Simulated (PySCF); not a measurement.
Compound: CH₅F₃GeSi.
SMILES: `F[C](F)(F)[GeH2][SiH3]`

Method: PBE0-D3(BJ)/def2-SVP geometry optimisation, gas phase (PySCF).

Take the most abundant isotopes and a rigid rotor. 

Task: Give the principal moments of inertia and the rotational constants in MHz.

Result: Ia = 170.92, Ib = 421.18, Ic = 491.24 u·Å²; 505379 MHz·u·Å²/I gives A = 2957, B = 1200, C = 1029 MHz.

Task: Classify the top.

Result: An asymmetric top: κ = (2 × 1200 − 2957 − 1029)/(2957 − 1029) = -0.82.

Task: Is it planar, by Δ = Ic − Ia − Ib?

Result: Not planar: Δ = Ic − Ia − Ib = -100.86 u·Å². For a rigid frame Δ = −2 Σ m c², so Σ m c² = 50.43 u·Å² lies off the ab plane: 6.19 from hydrogen and 44.24 from heavier atoms. The atom farthest from that plane is 1.26 Å away.

Task: Give the other two planar moments, Paa and Pbb, and the rms extents of the mass along the axes.

Result: Paa = Σ m a² = (Ib + Ic − Ia)/2 = 370.75 and Pbb = Σ m b² = (Ia + Ic − Ib)/2 = 120.49 u·Å². With the mass M = 175.93 u, the rms extents √(P/M) along a, b and c are 1.45, 0.83, 0.54 Å.

Task: Give the coordinates in the principal-axis frame, origin at the centre of mass.

Result: The sense of each axis is arbitrary; atoms in the order of the calculation.
```
atom  mass (u)   a (Å)   b (Å)   c (Å)
  F1    18.998   2.293   0.565  -0.033
  C2    12.000   1.233  -0.250  -0.001
  F3    18.998   1.325  -1.066  -1.061
  F4    18.998   1.348  -1.012   1.097
 Ge5    73.921  -0.498   0.751  -0.001
 Si6    27.977  -2.265  -0.841   0.000
  H7     1.008  -0.483   1.638   1.254
  H8     1.008  -0.489   1.635  -1.257
  H9     1.008  -2.171  -1.675  -1.234
 H10     1.008  -2.153  -1.707   1.210
 H11     1.008  -3.575  -0.123   0.017
```

Task: Where do the levels up to J = 2 lie, in MHz?

Result: Above 0(0,0):
J = 1: 1(0,1) 2229, 1(1,1) 3986, 1(1,0) 4157
J = 2: 2(0,2) 6674, 2(1,2) 8272, 2(1,1) 8785, 2(2,1) 14056, 2(2,0) 14068
The levels of one J sum to (2J + 1)J(J + 1)(A + B + C)/3.

Task: Which types of transition are allowed, and where do some lines up to J = 4 fall?

Result: The dipole components are |μa| = 1.90 D, |μb| = 0.72 D, |μc| = 0.00 D. The squared components, which scale the intensities, stand as 1.00 : 0.14 : 0.00 (a : b : c). Some lines, for components of 0.1 D or more:

| type | branch | J(Ka,Kc) | MHz | lower level (cm⁻¹) |
| --- | --- | --- | --- | --- |
| b | R | 3(1,2) ← 2(2,1) | 1664 | 0.469 |
| a | Q | 4(1,3) ← 4(1,4) | 1708 | 0.775 |
| b | Q | 1(1,0) ← 1(0,1) | 1928 | 0.074 |
| b | Q | 4(1,3) ← 4(0,4) | 2840 | 0.738 |
| b | R | 4(1,3) ← 3(2,2) | 4210 | 0.692 |
| a | R | 2(1,2) ← 1(1,1) | 4286 | 0.133 |
| a | R | 2(0,2) ← 1(0,1) | 4445 | 0.074 |
| b | R | 3(0,3) ← 2(1,2) | 5041 | 0.276 |
| b | Q | 3(2,1) ← 3(1,2) | 5081 | 0.524 |
| b | Q | 2(2,0) ← 2(1,1) | 5283 | 0.293 |
| b | Q | 2(2,1) ← 2(1,2) | 5784 | 0.276 |
| b | R | 2(1,2) ← 1(0,1) | 6043 | 0.074 |
| b | Q | 3(2,2) ← 3(1,3) | 6048 | 0.490 |
| b | Q | 4(2,3) ← 4(1,4) | 6403 | 0.775 |
| a | R | 3(1,3) ← 2(1,2) | 6422 | 0.276 |
| a | R | 3(0,3) ← 2(0,2) | 6639 | 0.223 |
| a | R | 3(2,1) ← 2(2,0) | 6733 | 0.469 |
| b | R | 4(0,4) ← 3(1,3) | 7418 | 0.490 |
| b | R | 3(1,3) ← 2(0,2) | 8020 | 0.223 |
| a | R | 4(1,4) ← 3(1,3) | 8550 | 0.490 |
| a | R | 4(0,4) ← 3(0,3) | 8799 | 0.444 |
| b | Q | 4(3,1) ← 4(2,2) | 9080 | 0.995 |
| b | Q | 3(3,1) ← 3(2,2) | 9219 | 0.692 |
| b | Q | 4(3,2) ← 4(2,3) | 9251 | 0.989 |
| b | R | 4(2,3) ← 3(1,2) | 13927 | 0.524 |
| b | R | 4(2,2) ← 3(1,3) | 15128 | 0.490 |
| b | R | 3(3,0) ← 2(2,1) | 15906 | 0.469 |
| b | R | 4(3,1) ← 3(2,2) | 18160 | 0.692 |

Not checked by PBE0-D3(BJ)/def2-SVP frequencies. Constants of a rigid frame at the computed geometry: no zero-point averaging, no centrifugal distortion. A rigid rotor knows nothing of internal rotation, which can split or shift real lines.

Time: 2.0 min of wall time; peak memory 0.53 GiB. Hardware: Arm Neoverse V1, one thread, no GPU, shared host with 32 logical CPUs at a one-minute load of 31. This is the geometry optimisation.

Conformer computed: `[F:1][C:2]([F:3])([F:4])[GeH2:5][SiH3:6]`: F1–C2–Ge5–Si6 179°.
